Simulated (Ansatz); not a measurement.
Na5O3. Total charge 0; doublet. Geometry r2SCAN-D4/def2-SVP, basis def2-TZVP, Ansatz.

```tsv
atom	x (Å)	y (Å)	z (Å)
Na1	0.525	1.468	0.058
Na2	-2.990	1.406	-1.750
Na3	0.159	-0.926	-1.245
Na4	-1.511	-0.332	1.040
Na5	2.569	-1.333	1.731
O6	-1.288	0.665	-0.861
O7	1.841	-0.292	0.019
O8	0.696	-0.654	1.008
```

| run | HOMO (eV) | LUMO (eV) |
| --- | --- | --- |
| A | -2.62 | -0.31 |
| B | -2.16 | -1.47 |
| C | -1.96 | -1.72 |
| D | -2.02 | -1.80 |

The structure holds 1 bond(s) between oxygen atoms. The structure comes from a short search, and lower isomers may exist.

HOMO and LUMO are taken over both spins.

Question: The runs used HF, PBE, PBE0, r2SCAN. Estimate which is which.

Answer: A HF (100 % exact exchange); B PBE0 (25 % exact exchange); C r2SCAN (0 % exact exchange); D PBE (0 % exact exchange). Exact exchange lowers occupied and raises empty levels; among semilocal functionals meta-GGAs tend to open the gap a little, and such runs are hard to tell apart. The gap grows from 0.22 eV (PBE) to 2.31 eV (HF).
